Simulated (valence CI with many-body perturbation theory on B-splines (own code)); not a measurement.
## Energy levels of Er⁶²⁺

Method: valence CI with perturbative core correlation (CI+MBPT): four valence electrons over a frozen Dirac-Fock core [He], radial functions for each j: 11 s, 11 p, 10 d, 8 f, 5 g, 2 h, with the one-electron correlation potential Σ1 (screened to all orders), the two-electron term Σ2, the three-electron term Σ3, Breit, model QED; selected single and double excitations, second order for the rest, scaled by the run's own slope (own B-spline code, finite nucleus).

The last digits are not significant, and no measured levels were compared; by estimate large intervals hold to a few tenths of a per cent, small ones and those within an open d or f shell to about a per cent. Among the levels kept, up to 920 cm⁻¹ of a level comes from second order outside the variational space, and about a tenth of that is noise between levels of different J, which matters for small intervals.

Levels 181 to 211 of 211, with energies above the lowest level, (2s^2 2p1/2^2) J=0. "Leading %" is the weight of the configuration and term that name the level; weights of strongly mixed levels are sums over their largest components and can fall short. In the jj column 3d3/2^4 stands for four electrons in 3d with j = 3/2. Lifetimes count E1, E2, E3, M1 and M2 decay at the calculated energies, and are blank where another channel may lead or the interval is too uncertain; long ones can be off by a factor of two.

```csv
No.,Configuration,Term,J,E (× 10³ cm⁻¹),Leading %,g,Second component,Lifetime,Leading jj
181,2s2p²3d,³D,2,91005,52,1.158,23 % 2s2p²3d ¹D,670 as,2s 2p3/2^2 3d3/2 (55 %)
182,2s2p²3d,³P,0,91051,69,,29 % 2s2p²3d ¹S,661 as,2s 2p3/2^2 3d3/2 (77 %)
183,2s2p²3d,³F,4,91394,63,1.177,15 % 2s2p²3d ¹G,52.7 fs,2s 2p3/2^2 3d5/2 (97 %)
184,2s2p²3d,³D,3,91418,75,1.273,6 % 2s2p²3d ³F,30.2 fs,2s 2p3/2^2 3d5/2 (99 %)
185,2s2p²3d,³D,3,91464,47,1.238,21 % 2s2p²3d ¹F,791 as,2s 2p3/2^2 3d5/2 (98 %)
186,2s2p²3d,¹D,2,91532,49,1.065,28 % 2s2p²3d ³D,4.77 fs,2s 2p3/2^2 3d5/2 (97 %)
187,2s2p²3d,³P,1,91558,36,1.171,29 % 2s2p²3d ¹P,792 as,2s 2p3/2^2 3d5/2 (97 %)
188,2s2p²3d,¹D,2,91670,33,1.147,26 % 2s2p²3d ³P,518 as,2s 2p3/2^2 3d5/2 (93 %)
189,2p³3p,⁵P,3,91779,54,1.381,24 % 2p³3p ³F,3.34 fs,2p1/2 2p3/2^2 3p3/2 (99 %)
190,2p³3p,³P,0,91800,99,,,3.07 fs,2p1/2 2p3/2^2 3p3/2 (99 %)
191,2p³3p,³P,2,91803,38,1.406,28 % 2p³3p ³D,2.60 fs,2p1/2 2p3/2^2 3p3/2 (95 %)
192,2p³3p,¹P,1,91923,49,0.975,27 % 2p³3p ³D,2.96 fs,2p1/2 2p3/2^2 3p3/2 (98 %)
193,2p³3p,³D,3,91965,68,1.204,29 % 2p³3p ¹F,3.36 fs,2p1/2 2p3/2^2 3p3/2 (99 %)
194,2p³3p,³F,4,91973,97,1.224,,3.47 fs,2p1/2 2p3/2^2 3p3/2 (97 %)
195,2p³3p,³P,1,92207,77,1.445,13 % 2p³3p ¹P,3.18 fs,2p1/2 2p3/2^2 3p3/2 (100 %)
196,2p³3p,¹D,2,92310,51,1.140,27 % 2p³3p ³P,3.33 fs,2p1/2 2p3/2^2 3p3/2 (99 %)
197,2p³3d,⁵D°,1,92387,46,1.031,39 % 2p³3d ³D°,6.02 fs,2p1/2 2p3/2^2 3d3/2 (99 %)
198,2p³3d,³F°,2,92400,40,1.060,37 % 2p³3d ⁵D°,7.58 fs,2p1/2 2p3/2^2 3d3/2 (99 %)
199,2p³3d,⁵D°,0,92409,54,,24 % 2p³3d ¹S°,3.72 fs,2p1/2 2p3/2^2 3d3/2 (99 %)
200,2p³3d,³G°,3,92448,40,1.073,23 % 2p³3d ³D°,4.04 fs,2p1/2 2p3/2^2 3d3/2 (99 %)
201,2p³3p,³P,1,92465,51,1.489,28 % 2p³3p ³S,3.15 fs,2p1/2 2p3/2^2 3p3/2 (100 %)
202,2p³3p,³D,2,92491,44,1.140,35 % 2p³3p ¹D,3.13 fs,2p1/2 2p3/2^2 3p3/2 (99 %)
203,2p³3d,³G°,4,92560,51,1.029,37 % 2p³3d ¹G°,79.7 fs,2p1/2 2p3/2^2 3d3/2 (100 %)
204,2p³3d,³F°,3,92687,40,1.134,32 % 2p³3d ³D°,853 as,2p1/2 2p3/2^2 3d3/2 (98 %)
205,2p³3d,³D°,2,92705,34,1.207,32 % 2p³3d ³P°,815 as,2p1/2 2p3/2^2 3d3/2 (98 %)
206,2p³3d,³P°,1,92756,41,1.397,31 % 2p³3d ³S°,710 as,2p1/2 2p3/2^2 3d3/2 (97 %)
207,2s²2p4s,³P°,0,92833,100,,,9.70 fs,2s^2 2p1/2 4s (100 %)
208,2s²2p4s,³P°,1,92844,67,1.309,33 % 2s²2p4s ¹P°,8.40 fs,2s^2 2p1/2 4s (100 %)
209,2p³3d,⁵D°,4,92960,55,1.283,21 % 2p³3d ³G°,77.1 fs,2p1/2 2p3/2^2 3d5/2 (100 %)
210,2p³3d,³F°,2,92975,67,0.795,18 % 2p³3d ¹D°,15.6 fs,2p1/2 2p3/2^2 3d3/2 (95 %)
211,2p³3d,³D°,3,92981,51,1.300,28 % 2p³3d ⁵D°,21.0 fs,2p1/2 2p3/2^2 3d5/2 (100 %)
```
